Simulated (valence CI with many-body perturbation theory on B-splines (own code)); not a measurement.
**Energy levels of Hf LIX**

Method: configuration interaction combined with many-body perturbation theory (CI+MBPT): four valence electrons over a frozen Dirac-Fock core [Ne], a basis of 9 s, 9 p, 8 d, 6 f, 3 g, 1 h functions for each j, with the one-electron correlation potential Σ1, the two-electron term Σ2, the three-electron term Σ3, Breit, model QED; selected CI, second order for the rest, scaled by the run's own slope (own B-spline code, finite nucleus).

The last digits are not significant, and no measured levels were compared; by estimate large intervals hold to a few tenths of a per cent, small ones and those within an open d or f shell to about a per cent.

Levels 1 to 37 of 37, with energies above the lowest level, (3s^2 3p1/2^2) J=0. "Leading %" is the weight of the configuration and term that name the level; weights of strongly mixed levels are sums over their largest components and can fall short, so below about 35 % the name and the second component can differ from the true leading terms, or belong to a minority configuration. In the jj column 3d3/2^4 stands for four electrons in 3d with j = 3/2. Lifetimes count E1, E2, E3, M1 and M2 decay at the calculated energies, and are blank where another channel may lead or the interval is too uncertain; long ones can be off by a factor of two.

```csv
No.,Configuration,Term,J,E (× 10³ cm⁻¹),Leading %,Lifetime,Leading jj,g
1,3s2 3p2,3P,0,0.00,69,,3s^2 3p1/2^2 (100 %),
2,3s2 3p2,3P,1,2453.1,99,5.58 ns,3s^2 3p1/2 3p3/2 (99 %),1.490
3,3s2 3p2,1D,2,2526.2,64,369 ns,3s^2 3p1/2 3p3/2 (99 %),1.164
4,3s 3p3,3P°,2,3753.8,46,40.6 ps,3s 3p1/2^2 3p3/2 (96 %),1.528
5,3s 3p3,3D°,1,3971.7,29,1.53 ps,3s 3p1/2^2 3p3/2 (82 %),1.042
6,3s2 3p 3d,3F°,2,4168.8,74,108 ps,3s^2 3p1/2 3d3/2 (99 %),0.753
7,3s2 3p 3d,3D°,1,4506.2,44,268 fs,3s^2 3p1/2 3d3/2 (83 %),0.878
8,3s2 3p 3d,3P°,2,4895.2,45,3.41 ps,3s^2 3p1/2 3d5/2 (96 %),1.287
9,3s2 3p 3d,3F°,3,4903.3,51,5.35 ps,3s^2 3p1/2 3d5/2 (98 %),1.106
10,3s2 3p2,3P,2,5034.3,64,1.89 ns,3s^2 3p3/2^2 (98 %),1.311
11,3s2 3p2,1S,0,5193.5,68,1.70 ns,3s^2 3p3/2^2 (98 %),
12,3s 3p2 3d,3D,1,5501.6,43,19.3 ps,3s 3p1/2^2 3d3/2 (98 %),0.436
13,3s 3p2 3d,3D,2,5558.3,29,19.8 ps,3s 3p1/2^2 3d3/2 (97 %),1.131
14,3s 3p3,3D°,2,6145.0,50,2.19 ps,3s 3p1/2 3p3/2^2 (95 %),1.525
15,3s 3p2 3d,3D,3,6189.6,34,4.57 ps,3s 3p1/2^2 3d5/2 (98 %),1.347
16,3s 3p3,3D°,3,6286.7,94,3.27 ps,3s 3p1/2 3p3/2^2 (94 %),1.311
17,3s 3p2 3d,3F,2,6298.3,28,4.11 ps,3s 3p1/2^2 3d5/2 (96 %),1.024
18,3s 3p3,3P°,0,6378.4,86,1.81 ps,3s 3p1/2 3p3/2^2 (86 %),
19,3s 3p3,3P°,1,6492.3,34,1.05 ps,3s 3p1/2 3p3/2^2 (83 %),1.270
20,3s 3p3,1D°,2,6494.2,56,848 fs,3s 3p1/2 3p3/2^2 (72 %),1.082
21,3s 3p3,3S°,1,6581.6,32,379 fs,3s 3p1/2 3p3/2^2 (97 %),1.344
22,3s2 3p 3d,3F°,3,6912.4,44,543 fs,3s^2 3p3/2 3d3/2 (94 %),1.086
23,3s2 3p 3d,3D°,2,6941.0,40,256 fs,3s^2 3p3/2 3d3/2 (71 %),1.059
24,3s2 3p 3d,3P°,1,6946.8,47,323 fs,3s^2 3p3/2 3d3/2 (83 %),1.118
25,3s2 3p 3d,3P°,0,6956.2,86,381 fs,3s^2 3p3/2 3d3/2 (86 %),
26,3s2 3p 3d,3F°,4,7300.0,99,3.68 ns,3s^2 3p3/2 3d5/2 (99 %),1.238
27,3s2 3p 3d,3P°,2,7373.6,44,6.08 ps,3s^2 3p3/2 3d5/2 (96 %),1.233
28,3s2 3p 3d,3D°,3,7557.8,60,1.74 ps,3s^2 3p3/2 3d5/2 (95 %),1.197
29,3s2 3p 3d,1P°,1,7635.6,63,2.47 ps,3s^2 3p3/2 3d5/2 (96 %),1.073
30,3p4,3P,2,7726.8,23,2.76 ps,3s 3p1/2 3p3/2 3d3/2 (63 %),1.178
31,3s 3p2 3d,5D,0,7786.1,73,14.1 ps,3s 3p1/2 3p3/2 3d3/2 (92 %),
32,3s 3p2 3d,5D,1,7807.9,52,16.9 ps,3s 3p1/2 3p3/2 3d3/2 (99 %),1.139
33,3s 3p2 3d,5F,3,7849.8,44,15.8 ps,3s 3p1/2 3p3/2 3d3/2 (97 %),1.133
34,3p4,3P,2,7877.2,28,1.07 ps,3s 3p1/2 3p3/2 3d3/2 (51 %),1.178
35,3p4,1S,0,7965.7,44,841 fs,3p1/2^2 3p3/2^2 (69 %),
36,3s 3p2 3d,3G,4,7981.5,30,41.7 ps,3s 3p1/2 3p3/2 3d3/2 (94 %),1.163
37,3s 3p2 3d,3F,2,8090.8,58,912 fs,3s 3p1/2 3p3/2 3d3/2 (86 %),0.909
```

The ionisation energy to 3s2 3p 2P°_1/2 of the next ion comes out as 6150.5 eV (NIST: 6149 ± 6 eV (theoretical)). All 37 levels together are meant to be complete up to 8097.5 × 10³ cm⁻¹.
